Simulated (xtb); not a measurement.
xtb input file for 3-silyloxypropanenitrile (C₃H₇NOSi), SMILES N#CCCO[SiH3], GFN2-xTB. 

```
$ xtb mol.xyz --gfn 2 --sp --chrg 0 --uhf 0 --json
$ cat mol.xyz
13

N      3.59646385     0.45751148     0.34077014
C      2.56557568    -0.02718000     0.42920167
C      1.26151350    -0.62570559     0.53428661
C      0.19048877     0.26093020    -0.11471430
O     -1.04650300    -0.36228755     0.01871946
Si    -2.50847860     0.14318726    -0.47651523
H      1.01828766    -0.77479116     1.58996367
H      1.27276035    -1.60170793     0.04124427
H      0.42586191     0.41397910    -1.17589778
H      0.17496359     1.24430103     0.37285595
H     -2.53304118     0.32325140    -1.93070678
H     -2.85671909     1.42195257     0.14900277
H     -3.29210360    -0.98415415    -0.00303950
```

Log of the run:

```
[banner left out]
          |                Calculation Setup                |
           -------------------------------------------------



           -------------------------------------------------
          |                 G F N 2 - x T B                 |
           -------------------------------------------------

        Reference                      10.1021/acs.jctc.8b01176
      * Hamiltonian:
        H0-scaling (s, p, d)           1.850000    2.230000    2.230000
        zeta-weighting                 0.500000
      * Dispersion:
        s8                             2.700000
        a1                             0.520000
        a2                             5.000000
        s9                             5.000000
      * Repulsion:
        kExp                           1.500000    1.000000
        rExp                           1.000000
      * Coulomb:
        alpha                          2.000000
        third order                    shell-resolved
        anisotropic                    true
        a3                             3.000000
        a5                             4.000000
        cn-shift                       1.200000
        cn-exp                         4.000000
        max-rad                        5.000000


          ...................................................
          :                      SETUP                      :
          :.................................................:
          :  # basis functions                  37          :
          :  # atomic orbitals                  36          :
          :  # shells                           20          :
          :  # electrons                        34          :
          :  max. iterations                   250          :
          :  Hamiltonian                  GFN2-xTB          :
          :  restarted?                      false          :
          :  GBSA solvation                  false          :
          :  PC potential                    false          :
          :  electronic temp.          300.0000000     K    :
          :  accuracy                    1.0000000          :
          :  -> integral cutoff          0.2500000E+02      :
          :  -> integral neglect         0.1000000E-07      :
          :  -> SCF convergence          0.1000000E-05 Eh   :
          :  -> wf. convergence          0.1000000E-03 e    :
          :  Broyden damping             0.4000000          :
          :  net charge                          0          :
          :  unpaired electrons                  0          :
          ...................................................

 iter      E             dE          RMSdq      gap      omega  full diag
   1    -18.9035888 -0.189036E+02  0.768E+00    6.01       0.0  T
   2    -18.9661027 -0.625139E-01  0.447E+00    5.84       1.0  T
   3    -18.9392961  0.268066E-01  0.275E+00    5.56       1.0  T
   4    -18.9724380 -0.331420E-01  0.133E+00    5.43       1.0  T
   5    -18.9771092 -0.467113E-02  0.565E-01    5.39       1.0  T
   6    -18.9772986 -0.189471E-03  0.156E-01    5.61       1.0  T
   7    -18.9773323 -0.336710E-04  0.605E-02    5.61       1.0  T
   8    -18.9773399 -0.755599E-05  0.225E-02    5.61       1.2  T
   9    -18.9773411 -0.123590E-05  0.876E-03    5.60       3.2  T
  10    -18.9773413 -0.152799E-06  0.350E-03    5.60       7.9  T
  11    -18.9773413 -0.897630E-08  0.562E-04    5.60      49.4  T
  12    -18.9773413 -0.112376E-08  0.262E-04    5.60     106.0  T

   *** convergence criteria satisfied after 12 iterations ***

         #    Occupation            Energy/Eh            Energy/eV
      -------------------------------------------------------------
         1        2.0000           -0.7688286             -20.9209
       ...           ...                  ...                  ...
        11        2.0000           -0.4884880             -13.2924
        12        2.0000           -0.4735850             -12.8869
        13        2.0000           -0.4565563             -12.4235
        14        2.0000           -0.4525104             -12.3134
        15        2.0000           -0.4341536             -11.8139
        16        2.0000           -0.4300399             -11.7020
        17        2.0000           -0.4224483             -11.4954 (HOMO)
        18                         -0.2165603              -5.8929 (LUMO)
        19                         -0.2103896              -5.7250
        20                         -0.1827540              -4.9730
        21                         -0.1720895              -4.6828
        22                         -0.1658728              -4.5136
       ...                                ...                  ...
        36                          1.1408873              31.0451
      -------------------------------------------------------------
                  HL-Gap            0.2058881 Eh            5.6025 eV
             Fermi-level           -0.3195043 Eh           -8.6942 eV

 SCC (total)                   0 d,  0 h,  0 min,  0.009 sec
 SCC setup                      ...        0 min,  0.000 sec (  1.043%)
 Dispersion                     ...        0 min,  0.000 sec (  0.869%)
 classical contributions        ...        0 min,  0.000 sec (  0.263%)
 integral evaluation            ...        0 min,  0.001 sec ( 12.735%)
 iterations                     ...        0 min,  0.005 sec ( 51.950%)
 molecular gradient             ...        0 min,  0.003 sec ( 32.053%)
 printout                       ...        0 min,  0.000 sec (  0.963%)

         :::::::::::::::::::::::::::::::::::::::::::::::::::::
         ::                     SUMMARY                     ::
         :::::::::::::::::::::::::::::::::::::::::::::::::::::
         :: total energy             -18.721463150358 Eh    ::
         :: gradient norm              0.000688919531 Eh/a0 ::
         :: HOMO-LUMO gap              5.602499207258 eV    ::
         ::.................................................::
         :: SCC energy               -18.977348745525 Eh    ::
         :: -> isotropic ES            0.039533713071 Eh    ::
         :: -> anisotropic ES          0.003572764358 Eh    ::
         :: -> anisotropic XC          0.016910858773 Eh    ::
         :: -> dispersion             -0.007560198898 Eh    ::
         :: repulsion energy           0.255885595167 Eh    ::
         :: add. restraining           0.000000000000 Eh    ::
         :: total charge              -0.000000000000 e     ::
         :::::::::::::::::::::::::::::::::::::::::::::::::::::

           -------------------------------------------------
          |                Property Printout                |
           -------------------------------------------------

    * Orbital Energies and Occupations

         #    Occupation            Energy/Eh            Energy/eV
      -------------------------------------------------------------
         1        2.0000           -0.7688286             -20.9209
       ...           ...                  ...                  ...
         5        2.0000           -0.6153183             -16.7437
         6        2.0000           -0.5677448             -15.4491
         7        2.0000           -0.5607545             -15.2589
         8        2.0000           -0.5505153             -14.9803
         9        2.0000           -0.5210597             -14.1788
        10        2.0000           -0.5209380             -14.1754
        11        2.0000           -0.4884880             -13.2924
        12        2.0000           -0.4735850             -12.8869
        13        2.0000           -0.4565563             -12.4235
        14        2.0000           -0.4525104             -12.3134
        15        2.0000           -0.4341536             -11.8139
        16        2.0000           -0.4300399             -11.7020
        17        2.0000           -0.4224483             -11.4954 (HOMO)
        18                         -0.2165603              -5.8929 (LUMO)
        19                         -0.2103896              -5.7250
        20                         -0.1827540              -4.9730
        21                         -0.1720895              -4.6828
        22                         -0.1658728              -4.5136
        23                         -0.0508701              -1.3842
        24                         -0.0337581              -0.9186
        25                          0.0795691               2.1652
        26                          0.0914335               2.4880
        27                          0.1427335               3.8840
        28                          0.1447276               3.9382
       ...                                ...                  ...
        36                          1.1408873              31.0451
      -------------------------------------------------------------
                  HL-Gap            0.2058881 Eh            5.6025 eV
             Fermi-level           -0.3195043 Eh           -8.6942 eV

     #   Z          covCN         q      C6AA      α(0)
     1   7 N        0.911    -0.226    25.950     7.368
     2   6 C        1.898     0.112    28.345     8.598
     3   6 C        3.803    -0.061    21.667     6.627
     4   6 C        3.739     0.104    18.937     6.209
     5   8 O        1.622    -0.378    20.450     6.104
     6  14 Si       3.585     0.501    98.292    19.056
     7   1 H        0.924     0.083     1.946     2.182
     8   1 H        0.924     0.083     1.947     2.182
     9   1 H        0.924     0.025     2.654     2.548
    10   1 H        0.924     0.025     2.656     2.549
    11   1 H        0.918    -0.093     5.340     3.614
    12   1 H        0.918    -0.094     5.343     3.615
    13   1 H        0.921    -0.083     4.989     3.493

 Mol. C6AA /au·bohr⁶  :       2153.804158
 Mol. C8AA /au·bohr⁸  :      61331.878359
 Mol. α(0) /au        :         74.144060


Wiberg/Mayer (AO) data.
largest (>0.10) Wiberg bond orders for each atom

 ---------------------------------------------------------------------------
     #   Z sym  total        # sym  WBO       # sym  WBO       # sym  WBO
 ---------------------------------------------------------------------------
     1   7 N    3.008 --     2 C    2.852
     2   6 C    3.946 --     1 N    2.852     3 C    1.056
     3   6 C    3.995 --     2 C    1.056     4 C    0.971     8 H    0.943
                             7 H    0.943
     4   6 C    3.955 --     5 O    0.997    10 H    0.975     9 H    0.974
                             3 C    0.971
     5   8 O    2.255 --     6 Si   1.129     4 C    0.997
     6  14 Si   3.828 --     5 O    1.129    11 H    0.896    12 H    0.895
                            13 H    0.894
     7   1 H    0.993 --     3 C    0.943
     8   1 H    0.993 --     3 C    0.943
     9   1 H    0.999 --     4 C    0.974
    10   1 H    0.999 --     4 C    0.975
    11   1 H    0.991 --     6 Si   0.896
    12   1 H    0.991 --     6 Si   0.895
    13   1 H    0.993 --     6 Si   0.894
 ---------------------------------------------------------------------------

Topologies differ in total number of bonds
Writing topology from bond orders to xtbtopo.mol

molecular dipole:
                 x           y           z       tot (Debye)
 q only:       -0.877      -0.133      -0.071
   full:       -1.069      -0.275      -0.029       2.807
molecular quadrupole (traceless):
                xx          xy          yy          xz          yz          zz
 q only:       -5.466      -3.680       2.555       0.641      -0.651       2.911
  q+dip:      -14.729      -5.209       6.947      -0.870      -0.460       7.782
   full:      -13.426      -5.741       6.140      -0.303      -0.424       7.286
Note: The following floating-point exceptions are signalling: IEEE_UNDERFLOW_FLAG IEEE_DENORMAL
normal termination of xtb


           -------------------------------------------------
          | TOTAL ENERGY              -18.721463150358 Eh   |
          | GRADIENT NORM               0.000688919531 Eh/α |
          | HOMO-LUMO GAP               5.602499207258 eV   |
           -------------------------------------------------

------------------------------------------------------------------------
------------------------------------------------------------------------
 total:
 SCF:
```

The run converged.

Cost: around 0.04 core-seconds (rough).
